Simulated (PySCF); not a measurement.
# `C1CC2(C(OC)=CC=C2)C1`, C9H12O

Molfile (atoms numbered from 1):
```
C9H12O
     RDKit          3D

 22 23  0  0  0  0  0  0  0  0999 V2000
    2.9969   -0.1381   -0.5140 C   0  0  0  0  0  0  0  0  0  0  0  0
    1.5989   -0.2294   -0.4486 O   0  0  0  0  0  0  0  0  0  0  0  0
    1.0894   -1.4569   -0.3093 C   0  0  0  0  0  0  0  0  0  0  0  0
    1.6899   -2.6692   -0.2178 C   0  0  0  0  0  0  0  0  0  0  0  0
    0.6260   -3.6689   -0.0766 C   0  0  0  0  0  0  0  0  0  0  0  0
   -0.5827   -3.0710   -0.0834 C   0  0  0  0  0  0  0  0  0  0  0  0
   -0.3995   -1.5898   -0.2336 C   0  0  0  0  0  0  0  0  0  0  0  0
   -1.2604   -0.9110   -1.3391 C   0  0  0  0  0  0  0  0  0  0  0  0
   -2.2702   -0.4876   -0.2601 C   0  0  0  0  0  0  0  0  0  0  0  0
   -1.1701   -0.7065    0.7911 C   0  0  0  0  0  0  0  0  0  0  0  0
    3.2503    0.9238   -0.6246 H   0  0  0  0  0  0  0  0  0  0  0  0
    3.3920   -0.7010   -1.3780 H   0  0  0  0  0  0  0  0  0  0  0  0
    3.4644   -0.5326    0.4055 H   0  0  0  0  0  0  0  0  0  0  0  0
    2.7571   -2.8862   -0.2419 H   0  0  0  0  0  0  0  0  0  0  0  0
    0.8092   -4.7411    0.0192 H   0  0  0  0  0  0  0  0  0  0  0  0
   -1.5562   -3.5547    0.0046 H   0  0  0  0  0  0  0  0  0  0  0  0
   -0.7191   -0.0462   -1.7510 H   0  0  0  0  0  0  0  0  0  0  0  0
   -1.6012   -1.5541   -2.1632 H   0  0  0  0  0  0  0  0  0  0  0  0
   -2.7120    0.5168   -0.3378 H   0  0  0  0  0  0  0  0  0  0  0  0
   -3.0863   -1.2185   -0.1552 H   0  0  0  0  0  0  0  0  0  0  0  0
   -1.4353   -1.1787    1.7479 H   0  0  0  0  0  0  0  0  0  0  0  0
   -0.6029    0.2163    0.9844 H   0  0  0  0  0  0  0  0  0  0  0  0
  1  2  1  0
  2  3  1  0
  3  4  2  0
  4  5  1  0
  5  6  2  0
  6  7  1  0
  7  8  1  0
  8  9  1  0
  9 10  1  0
  7  3  1  0
 10  7  1  0
  1 11  1  0
  1 12  1  0
  1 13  1  0
  4 14  1  0
  5 15  1  0
  6 16  1  0
  8 17  1  0
  8 18  1  0
  9 19  1  0
  9 20  1  0
 10 21  1  0
 10 22  1  0
M  END
```

Method used: quadratic response CAM-B3LYP/def2-SVPD first hyperpolarisability, Taylor convention, gas phase (PySCF). Geometry: PBE0-D3(BJ)/def2-SVP.

Give the tensor of the static β(0;0,0) in the axes of these coordinates.

In au, Taylor convention; rows are the first index (the induced dipole):
|  | xx | yy | zz | xy | xz | yz |
| --- | --- | --- | --- | --- | --- | --- |
| x | -32.7 | +40.5 | -2.2 | +66.3 | -5.2 | -6.1 |
| y | +66.3 | +79.5 | +20.6 | +40.5 | -6.1 | -5.5 |
| z | -5.2 | -5.5 | -5.5 | -6.1 | -2.2 | +20.6 |

Norm of βᵢ = ⅓ Σⱼ (βᵢⱼⱼ + βⱼᵢⱼ + βⱼⱼᵢ): 167.4 au, hyper-Rayleigh value 68.8 au.
